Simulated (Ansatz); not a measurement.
Ansatz results at the PBE0-D4/def2-TZVP geometry: HOMO–LUMO gap (ωB97M-V/def2-TZVPP) 10.92 eV; size of the dipole moment (ωB97M-V/def2-TZVPP) 1.75 D; size of the dipole moment (PBE/def2-TZVPP) 1.88 D.

Each molecule was computed in one conformer, which needn't be the lowest.

Q: Which molecule gave them?
A. `O[SiH2]C(O)[SiH3]`
B. `S=C1OCO1`
C. `NC1=C[SiH]1N`
D. `B[CH2][SnH2][CH3]`

A: C. The others give `S=C1OCO1`: 10.55, 3.79, 3.70; `O[SiH2]C(O)[SiH3]`: 11.73, 2.08, 2.02; `B[CH2][SnH2][CH3]`: 11.28, 1.89, 2.08.
